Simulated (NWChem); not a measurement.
# CH₄OTe; SMILES C[Te]O

```xyz
7

Te     0.3684     0.0460     0.0045
C     -0.9662    -1.6349     0.0035
H     -1.4698    -1.7402    -0.9654
H     -1.6975    -1.4905     0.8091
H     -0.3654    -2.5327     0.2109
O     -1.0692     1.4397     0.0675
H     -1.2734     1.6617    -0.8496
```
Atoms are numbered in this order, from 1.

All runs use the structure optimised with PBE0/def2-SVP. No frequency run checked for a minimum. def2 effective core potentials on Te; no spin-orbit coupling.

### Question
List the 4 lowest vertical singlet excitations from B3LYP/def2-SVPD with def2 effective core potentials on Te, TDA (NWChem).

### Answer
```csv
state,energy (eV),oscillator strength,leading excitation (squared amplitude)
S1,2.93,0.002,HOMO → LUMO (0.99)
S2,4.49,0.002,HOMO → LUMO+1 (0.98)
S3,4.98,0.011,HOMO−1 → LUMO (0.94)
S4,5.04,0.085,HOMO → LUMO+2 (0.99)
```
